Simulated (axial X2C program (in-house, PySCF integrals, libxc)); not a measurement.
## PtP⁺: from the spin-free to the two-component result

Computed with an axial X2C code built on PySCF integrals. Spin-free means the one-electron spin-free X2C Hamiltonian; two-component (2c) means X2C with spin–orbit coupling and atomic mean-field two-electron Coulomb and Gaunt terms, so the difference of the two also holds small scalar two-electron terms. Basis: Pt dyall-cv3z [13s14p9d6f4g], P dyall-v3z [8s7p2d1f] (cores contracted in-house); Gaussian nuclei, density fitting, unrestricted open shells. Masses: Pt 194.965 u, P 30.974 u.

Spin-free state: M_S = 0, Λ = 0 (closed shell); fragments Pt+ + P.

| level | Re (Å) | ωe (cm⁻¹) | De (eV) | μ (D) |
| --- | --- | --- | --- | --- |
| PBE0 | 1.979 | 620.9 | 4.594 | 2.92 |
| PBE50 | 1.963 | 643.0 | 3.549 | 2.60 |

Dipoles are positive if P is the positive end and refer to the centre of mass.

Two-component determinant lowest at the distance of the search:

Ω = 0 (closed shell); fragments Pt+ + P.

| level | Re (Å) | ωe (cm⁻¹) | De (eV) | μ (D) |
| --- | --- | --- | --- | --- |
| PBE0 | 1.992 | 599.1 | 4.351 | 2.66 |
| PBE50 | 1.974 | 624.6 | 3.307 | 2.33 |

(1) From the two tables, how do the constants change at the PBE0 level (2c against spin-free)?

The state is a single determinant with fixed occupations, the lowest that a limited PBE0 search found. The closed shell is kept restricted, so the energy runs too high when the bond is stretched far. Dissociation energies refer to the lowest single-determinant-based atoms at the same level and basis. The functionals have no current-density term, which raises determinants with orbital currents, atoms included.

## Answers

(1) At the PBE0 level Re goes up by 0.013 Å and ωe drops by 21.8 cm⁻¹; De changes by -0.243 eV.
